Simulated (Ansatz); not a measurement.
A structure relaxed at PBE0-D4/def2-TZVP, charge 0, multiplicity 1:

Cartesian coordinates in Å:
```
B 0.891 1.296 0.193
C -0.059 0.214 0.732
Si -0.547 -0.995 -0.610
F -1.541 -2.070 0.041
H 0.460 2.306 -0.284
H 2.076 1.123 0.192
H -1.019 0.610 1.082
H 0.393 -0.424 1.499
H 0.624 -1.735 -1.134
H -1.279 -0.326 -1.711
```

Q: Give its formula and SMILES.

A: CH6BFSi, `BC[SiH2]F`.

Q: Point group (tolerance 0.08 Å, 0.16 Å for H)?

A: Cs.

Q: Summarise the bond lengths by kind.

A: 1 × B–C 1.537 Å; 2 × B–H 1.197 Å; 1 × C–Si 1.871 Å; 2 × C–H 1.096 Å; 1 × F–Si 1.602 Å; 2 × H–Si 1.482 Å.

Computed with Ansatz.
